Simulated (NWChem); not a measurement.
**Correlation energy of Ga (+1)**

```
Ga
```
Charge +1, spin multiplicity 1.

The numbers come from NWChem runs, not from measurements.

Basis set: def2-QZVP. Each correlation energy counts from its own Hartree-Fock reference.

The Hamiltonian is non-relativistic. The correlated methods keep 9 core orbitals frozen. Coupled-cluster values serve here as a point of comparison, not as the truth.

Q: One of these methods gave a correlation energy of -217.0 mHa. Which?
A. CR-CCSD[T]
B. CCSD
C. MP2
D. SCS-MP2

A: C, MP2. The others give -201.9 (SCS-MP2), -220.2 (CR-CCSD[T]), -212.3 (CCSD).
